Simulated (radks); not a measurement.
Dipole-allowed excitations along the series with 29 electrons in [Ar] 3d10 4s1. All-electron calculation, non-relativistic Kohn-Sham, LB94 model potential, spin-polarised, spherical densities, point nucleus; open shells are filled with parallel spins first (spin-orbit coupling, left out, can overturn this in heavy ions). Program: a radial shooting solver on a logarithmic mesh with Libxc functionals. Time-dependent linear response with the Hartree and adiabatic LDA kernel, continuum included through the Sternheimer equations. Lines are the poles of the dipole polarisability below minus the highest occupied eigenvalue, found on a grid refined at the orbital gaps; the lowest seven at most are given, and weak or close lines can be missed. The first line takes the name of the lowest orbital gap if no other gap lies below it; otherwise a line is named after a gap within 0.6 % of it, if that gap stands alone.

Br6+: -e(HOMO) (eV) 105.49; lowest orbital gap (eV) 4s-4p 15.792; first line (eV) 16.950 (4s-4p); f 0.722; static alpha (bohr^3) 2.173
Kr7+: -e(HOMO) (eV) 128.37; lowest orbital gap (eV) 4s-4p 17.540; first line (eV) 18.814 (4s-4p); f 0.702; static alpha (bohr^3) 1.707
Rb8+: -e(HOMO) (eV) 153.06; lowest orbital gap (eV) 4s-4p 19.277; first line (eV) 20.664 (4s-4p); f 0.683; static alpha (bohr^3) 1.370
Sr9+: -e(HOMO) (eV) 179.55; lowest orbital gap (eV) 4s-4p 21.005; first line (eV) 22.503 (4s-4p); f 0.665; static alpha (bohr^3) 1.119
Zr11+: -e(HOMO) (eV) 237.86; lowest orbital gap (eV) 4s-4p 24.444; first line (eV) 26.159 (4s-4p); f 0.630; static alpha (bohr^3) 0.7786
